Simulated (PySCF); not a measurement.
# Radial density of Yb⁵⁸⁺ (ytterbium, charge +58)

UHF, [Ne] 3s2, closed-shell 1S. Computed with PySCF 2.14 in an uncontracted even-tempered set (16 s from 16 bohr⁻², ratio 2.5; 10 p from 20 bohr⁻², ratio 2.5; 4 d from 74 bohr⁻², ratio 2.7; 4 f from 110 bohr⁻², ratio 2.7), with no relativity, point nucleus.

| r (bohr) | 4πr²ρ (e/bohr) |
| --- | --- |
| 0.000332 | 0.3251 |
| 0.000558 | 0.8911 |
| 0.000939 | 2.391 |
| 0.00158 | 6.183 |
| 0.00266 | 15.04 |
| 0.00447 | 33.03 |
| 0.00752 | 61.10 |
| 0.0126 | 85.56 |
| 0.0213 | 81.84 |
| 0.0358 | 74.77 |
| 0.0602 | 103.2 |
| 0.101 | 60.96 |
| 0.170 | 16.63 |
| 0.286 | 5.707 |
| 0.482 | 0.1011 |

A non-relativistic calculation at this Z misses sizeable relativistic shifts. Spin-orbit coupling, which splits the p, d and f shells strongly at this Z, is absent.
